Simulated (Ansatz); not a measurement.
The cluster Pb₂O, relaxed as a quintet with UKS PBE0-D4/def2-TZVP in Ansatz, starting from the PBE0-D4/def2-TZVP geometry of the neutral singlet. Force threshold 0.02 eV/Å.

In the def2 sets Pb takes a core potential; there is no spin–orbit coupling. The relaxation made no stability test and no search for a lower SCF solution. At PBE0-D4/def2-TZVP a singlet of charge 0 lies 2.76 eV below the quintet, each at its own geometry. The structure comes from a short search, and lower isomers may exist.

Start:

```
atom   x (Å)   y (Å)   z (Å)
 Pb1  -1.466  -0.148  -0.536
 Pb2   1.481   0.221  -0.465
  O3  -0.015  -0.073   1.001
```

**Question.** Estimate the energy that the relaxation releases and the steps that it takes.

**Answer.** 19.8 kcal/mol, in 6 steps; 12 s on 4 threads of Arm Neoverse V2 on a shared host. No frequencies were taken in this run, so the end may be a saddle point.

**Question.** Does the start keep its bonding and symmetry?

**Answer.** By distances, no bond broke or formed. The bond that changes most is Pb2–O3, from 2.12 to 2.37 Å (atoms count from 1). Point group C2v at the start, C2v at the end, both within 0.05 Å.

**Question.** Predict the relaxed structure.

**Answer.** 
| atom | x (Å) | y (Å) | z (Å) |
| --- | --- | --- | --- |
| Pb1 | -1.612 | -0.161 | -0.608 |
| Pb2 | 1.629 | 0.244 | -0.529 |
| O3 | -0.017 | -0.083 | 1.137 |
Bond lengths (bridged metal pairs left out): 2 × O–Pb 2.37 Å.
